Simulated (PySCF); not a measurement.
PySCF job for trichloro(chlorosilyl)silane (Cl₄H₂Si₂), SMILES [Si](Cl)(Cl)(Cl)[SiH2]Cl, TDA-B3LYP/def2-SVPD. Geometry: ωB97X-D3(BJ)/def2-SVP. The values are those of a single conformer.

```python
import numpy as np
from pyscf import gto, scf, dft, tdscf

mol = gto.M(
    atom='''
    Si    1.21319065    1.35395637    0.00000003
    Cl   -0.18341826    2.87575950   -0.00000001
    Si    0.00655493   -0.61772066    0.00000000
    Cl   -1.17817171   -0.71890829    1.66465263
    Cl   -1.17817163   -0.71890830   -1.66465268
    Cl    1.29379369   -2.21416712    0.00000003
    H     2.05250813    1.44425589    1.22181997
    H     2.05250818    1.44425590   -1.22181988
    ''',
    basis='def2-SVPD',
    charge=0,
    spin=0,
    symmetry=True,
    max_memory=1600,
    verbose=4,
)
mf = dft.RKS(mol, xc='b3lyp').density_fit(auxbasis='def2-universal-jkfit')
mf.grids.level = 3
mf.conv_tol = 1e-9
mf.max_cycle = 100
mf.kernel()
mf.grids = dft.Grids(mol).set(level=1).build(with_non0tab=True)  # coarser grid for the response kernel
td = tdscf.TDA(mf)
td.singlet = True
td.nstates = 10
td.conv_tol = 1e-4
td.positive_eig_threshold = 1e-6
td.kernel(x0=td.get_init_guess(mf, 15))
td.analyze()
tt = tdscf.TDA(mf)
tt.singlet = False
tt.nstates = 4
tt.conv_tol = 1e-4
tt.positive_eig_threshold = 1e-6
tt.kernel(x0=tt.get_init_guess(mf, 9))
tt.analyze(verbose=3)
```

Program output:

```
PySCF version 2.14.0

[INPUT] verbose = 4
[INPUT] num. atoms = 8
[INPUT] num. electrons = 98
[INPUT] charge = 0
[INPUT] spin (= nelec alpha-beta = 2S) = 0
[INPUT] symmetry True subgroup None
[INPUT] Mole.unit = angstrom
[INPUT] Symbol           X                Y                Z      unit          X                Y                Z       unit  Magmom
[INPUT]  1 Si     1.213190650000   1.353956370000   0.000000030000 AA    2.292598065383   2.558606723910   0.000000056692 Bohr   0.0
[INPUT]  2 Cl    -0.183418260000   2.875759500000  -0.000000010000 AA   -0.346610277644   5.434397855116  -0.000000018897 Bohr   0.0
[INPUT]  3 Si     0.006554930000  -0.617720660000   0.000000000000 AA    0.012387022466  -1.167322868886   0.000000000000 Bohr   0.0
[INPUT]  4 Cl    -1.178171710000  -0.718908290000   1.664652630000 AA   -2.226421859610  -1.358539776779   3.145737563237 Bohr   0.0
[INPUT]  5 Cl    -1.178171630000  -0.718908300000  -1.664652680000 AA   -2.226421708432  -1.358539795677  -3.145737657723 Bohr   0.0
[INPUT]  6 Cl     1.293793690000  -2.214167120000   0.000000030000 AA    2.444915735790  -4.184169450817   0.000000056692 Bohr   0.0
[INPUT]  7 H      2.052508130000   1.444255890000   1.221819970000 AA    3.878678234143   2.729248085890   2.308905116824 Bohr   0.0
[INPUT]  8 H      2.052508180000   1.444255900000  -1.221819880000 AA    3.878678328629   2.729248104787  -2.308904946749 Bohr   0.0

nuclear repulsion = 707.467687635148
point group symmetry = Cs
symmetry origin: [-7.71316693e-10  3.08526699e-09 -1.35945676e-16]
symmetry axis x: [ 1.00000000e+00 -9.34282742e-10  7.66279346e-09]
symmetry axis y: [-9.34282744e-10 -1.00000000e+00  2.09574890e-10]
symmetry axis z: [-7.66279346e-09  2.09574718e-10  1.00000000e+00]
num. orbitals of irrep A' = 107
num. orbitals of irrep A" = 65
number of shells = 72
number of NR pGTOs = 284
number of NR cGTOs = 172
basis = def2-SVPD
ecp = {}


[settings echo left out]
init E= -2421.01173300983
HOMO (A') = -0.300732444233642  LUMO (A') = -0.0687672883514203  gap/eV = 6.31209
cycle= 1 E= -2420.48972361522  delta_E= 0.522  |g|= 0.441  |ddm|= 3.86
HOMO (A') = -0.314757227346436  LUMO (A') = -0.0872510385540557  gap/eV = 6.19076
cycle= 2 E= -2420.41459148684  delta_E= 0.0751  |g|= 0.676  |ddm|= 1.79
HOMO (A') = -0.304209074161351  LUMO (A') = -0.0485728213709207  gap/eV = 6.95622
cycle= 3 E= -2420.54752287583  delta_E= -0.133  |g|= 0.0479  |ddm|= 1.03
HOMO (A') = -0.311021565268492  LUMO (A') = -0.0539927714454915  gap/eV = 6.99411
cycle= 4 E= -2420.54812348458  delta_E= -0.000601  |g|= 0.0171  |ddm|= 0.0975
HOMO (A') = -0.309607810464135  LUMO (A') = -0.0527797200767357  gap/eV = 6.98865
cycle= 5 E= -2420.54820689975  delta_E= -8.34e-05  |g|= 0.0035  |ddm|= 0.0371
HOMO (A') = -0.30963732499611  LUMO (A') = -0.0526194930872914  gap/eV = 6.99381
cycle= 6 E= -2420.54821071681  delta_E= -3.82e-06  |g|= 0.0011  |ddm|= 0.00871
HOMO (A') = -0.309658892523991  LUMO (A') = -0.0526447985676692  gap/eV = 6.99371
cycle= 7 E= -2420.54821106644  delta_E= -3.5e-07  |g|= 0.000155  |ddm|= 0.00174
HOMO (A') = -0.309653926212623  LUMO (A') = -0.052644977238228  gap/eV = 6.99357
cycle= 8 E= -2420.54821107318  delta_E= -6.75e-09  |g|= 5.08e-05  |ddm|= 0.000347
HOMO (A') = -0.309652862651059  LUMO (A') = -0.052644448808763  gap/eV = 6.99356
cycle= 9 E= -2420.54821107393  delta_E= -7.41e-10  |g|= 1.07e-05  |ddm|= 8.83e-05
HOMO (A') = -0.309654722416528  LUMO (A') = -0.0526458634710134  gap/eV = 6.99357
Extra cycle  E= -2420.54821107391  delta_E= 1.55e-11  |g|= 1.35e-05  |ddm|= 3.97e-05
converged SCF energy = -2420.54821107391
tot grids = 43032
Overwritten attributes  positive_eig_threshold  of <class 'pyscf.tdscf.rks.TDA'>


******** <class 'pyscf.tdscf.rks.TDA'> for <class 'pyscf.df.df_jk.DFSymAdaptedRKS'> ********
nstates = 10 singlet
deg_eia_thresh = 1.000e-03
wfnsym = None
conv_tol = 0.0001
eigh lindep = 1e-12
eigh level_shift = 0
eigh max_cycle = 100


Excitation energies (eV)
[6.07376811 6.64261092 6.68435304 6.72593524 6.92293747 7.18823516
 7.19736777 7.2069541  7.31062184 7.40428473]

** Singlet excitation energies and oscillator strengths **
Excited State   1:   A'      6.07377 eV    204.13 nm  f=0.0251
      49 -> 50       -0.69445
Excited State   2:   A"      6.64261 eV    186.65 nm  f=0.0033
      47 -> 50        0.25536
      48 -> 50        0.48466
      49 -> 52        0.43449
Excited State   3:   A'      6.68435 eV    185.48 nm  f=0.1406
      49 -> 51        0.68827
Excited State   4:   A"      6.72594 eV    184.34 nm  f=0.0272
      47 -> 50       -0.43038
      48 -> 50       -0.23078
      49 -> 52        0.49303
Excited State   5:   A"      6.92294 eV    179.09 nm  f=0.0259
      47 -> 50       -0.48902
      48 -> 50        0.44737
      49 -> 52       -0.19558
Excited State   6:   A"      7.18824 eV    172.48 nm  f=0.0002
      45 -> 50       -0.55928
      47 -> 51        0.24930
      48 -> 51       -0.33593
Excited State   7:   A"      7.19737 eV    172.26 nm  f=0.0000
      45 -> 50        0.41808
      47 -> 51        0.35552
      48 -> 51       -0.42891
Excited State   8:   A'      7.20695 eV    172.03 nm  f=0.0398
      44 -> 50        0.15840
      46 -> 50       -0.63352
      48 -> 52        0.20928
Excited State   9:   A'      7.31062 eV    169.59 nm  f=0.0168
      44 -> 50        0.18746
      46 -> 50        0.23773
      47 -> 52       -0.31453
      48 -> 52        0.52945
Excited State  10:   A'      7.40428 eV    167.45 nm  f=0.0029
      44 -> 50       -0.49396
      44 -> 51        0.10807
      46 -> 51        0.28618
      47 -> 52       -0.34566

** Transition electric dipole moments (AU) **
state          X           Y           Z        Dip. S.      Osc.
  1        -0.2600      0.3176     -0.0000      0.1685      0.0251
  2        -0.0000     -0.0000      0.1427      0.0204      0.0033
  3         0.3926      0.8391      0.0000      0.8583      0.1406
  4        -0.0000      0.0000      0.4064      0.1652      0.0272
  5         0.0000     -0.0000     -0.3907      0.1526      0.0259
  6        -0.0000     -0.0000     -0.0343      0.0012      0.0002
  7        -0.0000     -0.0000      0.0139      0.0002      0.0000
  8        -0.2381     -0.4108     -0.0000      0.2255      0.0398
  9         0.2990      0.0653      0.0000      0.0937      0.0168
 10         0.0808     -0.0974      0.0000      0.0160      0.0029

** Transition velocity dipole moments (imaginary part, AU) **
state          X           Y           Z        Dip. S.      Osc.
  1         0.0133      0.0429      0.0000      0.0020      0.0060
  2        -0.0000      0.0000     -0.0316      0.0010      0.0027
  3         0.0992      0.1895     -0.0000      0.0458      0.1242
  4         0.0000     -0.0000      0.0461      0.0021      0.0057
  5        -0.0000     -0.0000     -0.0509      0.0026      0.0068
  6         0.0000      0.0000      0.0021      0.0000      0.0000
  7         0.0000      0.0000     -0.0064      0.0000      0.0001
  8        -0.0466     -0.0900     -0.0000      0.0103      0.0259
  9         0.0560      0.0082     -0.0000      0.0032      0.0079
 10         0.0056      0.0017     -0.0000      0.0000      0.0001

** Transition magnetic dipole moments (imaginary part, AU) **
state          X           Y           Z
  1        -0.0000      0.0000      0.2220
  2         0.5027      0.4817     -0.0000
  3         0.0000      0.0000     -0.3892
  4        -0.8604     -0.0253      0.0000
  5         0.0850     -0.2712      0.0000
  6        -0.0382     -0.1098     -0.0000
  7        -0.0654      0.0429     -0.0000
  8         0.0000     -0.0000     -0.4618
  9        -0.0000      0.0000     -0.3293
 10         0.0000     -0.0000      1.2128


******** <class 'pyscf.tdscf.rks.TDA'> for <class 'pyscf.df.df_jk.DFSymAdaptedRKS'> ********
nstates = 4 triplet
deg_eia_thresh = 1.000e-03
wfnsym = None
conv_tol = 0.0001
eigh lindep = 1e-12
eigh level_shift = 0
eigh max_cycle = 100


Excitation energies (eV)
[5.45592931 5.91209924 6.15268131 6.36518113]

** Triplet excitation energies and oscillator strengths **
Excited State   1:   A'      5.45593 eV    227.25 nm  f=0.0000
Excited State   2:   A"      5.91210 eV    209.71 nm  f=0.0000
Excited State   3:   A'      6.15268 eV    201.51 nm  f=0.0000
Excited State   4:   A"      6.36518 eV    194.79 nm  f=0.0000
```

The calculation finished and met its thresholds.
